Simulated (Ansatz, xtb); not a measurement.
Two isomers of C3H7Br

We compare X, `CCCBr`, a singlet, with Y, `CC(C)Br`, a singlet. Both are isolated molecules in the gas phase, relaxed with B3LYP-D3(BJ)/6-311G**, each in the lowest conformer that the search found.

Problem. Estimate which is lower in electronic energy at CCSD(T)/def2-SVP + ΔMP2/def2-TZVPP, and by roughly how much.

Solution. The CCSD(T)/def2-SVP + ΔMP2/def2-TZVPP calculation puts structure Y lower, by 0.102 eV.

How the difference moves with the method:

| level | geometry | E(Y) − E(X) (eV) | departure from the last row (eV) | job, with rough time for the two |
| --- | --- | --- | --- | --- |
| GFN2-xTB | GFN2-xTB | −0.076 | +0.026 | optimisation, 0.066 s |
| HF/STO-3G | GFN2-xTB | −0.001 | +0.100 | single point, 0.2 s |
| r2SCAN-D4/def2-SVP | GFN2-xTB | −0.117 | −0.015 | single point, 1.3 s |
| B3LYP-D3(BJ)/6-311G** | B3LYP-D3(BJ)/6-311G** | −0.096 | +0.006 | optimisation, 11 s |
| HF/def2-SVP | B3LYP-D3(BJ)/6-311G** | −0.076 | +0.026 | part of the CCSD(T) run |
| MP2/def2-SVP | B3LYP-D3(BJ)/6-311G** | −0.118 | −0.016 | part of the CCSD(T) run |
| CCSD(T)/def2-SVP | B3LYP-D3(BJ)/6-311G** | −0.106 | −0.004 | single point |
| CCSD(T)/def2-SVP + ΔMP2/def2-TZVPP | B3LYP-D3(BJ)/6-311G** | −0.102 |  | single point, 11 s |

As drawn, both hold the same kinds of bond in the same numbers. Structure X has 1 methyl group, Y 2.

HF/STO-3G finds them nearly level. The largest departure from CCSD(T)/def2-SVP + ΔMP2/def2-TZVPP is that of HF/STO-3G, 0.100 eV. The last row adds to CCSD(T) the change of the MP2 difference between the two basis sets, here +0.004 eV.

With harmonic frequencies from B3LYP-D3(BJ)/6-311G** (ideal gas, rigid rotor, one conformer each, 298.15 K, 1 atm): on the last row, ΔE + ΔZPE = −0.115, ΔH = −0.114, ΔG = −0.106 eV.

Tabulated enthalpies of formation at 298 K are −87.0 kJ/mol for X (CRC Handbook of Chemistry and Physics) and −99.4 kJ/mol for Y (CRC Handbook of Chemistry and Physics), a difference of −0.129 eV. Calculated less tabulated ΔH, with the same thermal term: GFN2-xTB +0.041, HF/STO-3G +0.115, r2SCAN-D4/def2-SVP 0.000, B3LYP-D3(BJ)/6-311G** +0.021, HF/def2-SVP +0.041, MP2/def2-SVP −0.001, CCSD(T)/def2-SVP +0.011, CCSD(T)/def2-SVP + ΔMP2/def2-TZVPP +0.015 eV. Handbook values carry no stated uncertainty.

The correlated steps freeze 12 core orbitals; the filled d shell of Br is correlated, in a basis made for valence electrons. Mirror images aren't counted in ΔG. Programs: Ansatz 0.2.0, xtb 6.7.1; the last row on 2 threads of AMD EPYC 9R45 96-Core Processor (Zen 5) on a shared host.
